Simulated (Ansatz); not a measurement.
Na2Se was relaxed with PBE-D4 (def2-TZVP) in Ansatz in these states: neutral quintet, neutral singlet, neutral triplet. The geometries follow in no particular order.

A:

```
atom   x (Å)   y (Å)   z (Å)
 Na1   0.389  -1.365   1.141
 Na2  -1.183   0.097  -1.381
 Se3   0.794   1.268   0.240
```

B:

Cartesian coordinates in Å:
```
Na 3.6424 0.0352 0.5589
Na -3.6416 -0.0340 -0.5642
Se -0.0008 -0.0013 0.0052
```

C:

```xyz
3

Na    0.7002    1.0758    1.7007
Na   -1.0345   -0.1382   -1.8576
Se    0.3343   -0.9375    0.1569
```

Task: Judge from the bond lengths which geometry belongs to which state (an estimate).

Result: A is the neutral triplet (Na1–Se3 2.811 Å, Na2–Se3 2.811 Å); B is the neutral quintet (Na1–Se3 3.685 Å, Na2–Se3 3.685 Å); C is the neutral singlet (Na1–Se3 2.563 Å, Na2–Se3 2.563 Å).

At PBE0-D4/def2-TZVP a singlet lies 1.29 eV below the neutral triplet. At PBE0-D4/def2-TZVP a singlet lies 4.38 eV below the neutral quintet. These are the stationary points nearest to one start from a short search; other shapes may lie lower in each state.
